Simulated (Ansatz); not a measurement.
Input file for Ansatz (a first-principles code): R-wB97M-V/def2-TZVPP on HIZn (SMILES [ZnH][I]), atoms moved off the minimum. Elements past Kr take the def2 small-core potentials; no spin–orbit coupling.

Ansatz 0.2 input:
```yaml
crystal:
  periodic: [false, false, false]
  atoms:
    - {symbol: Zn, position_ang: [0.05532854, -0.02425584, -1.65076138]}
    - {symbol: H, position_ang: [-0.16755054, -0.12651652, -2.98997827]}
    - {symbol: I, position_ang: [-0.02255654, -0.02776954, 1.01113895]}
basis:
  gaussian:
    orbitals: def2-TZVPP
hamiltonian:
  xc: {name: wB97M-V}
scf: {lower_state_search: off}
output: {forces: true}
```

Give the final energy of this run.

-2077.6139 hartree.

How many basis functions does it have, and what does it roughly cost on one machine?

128 functions; around 5 core-seconds (rough).
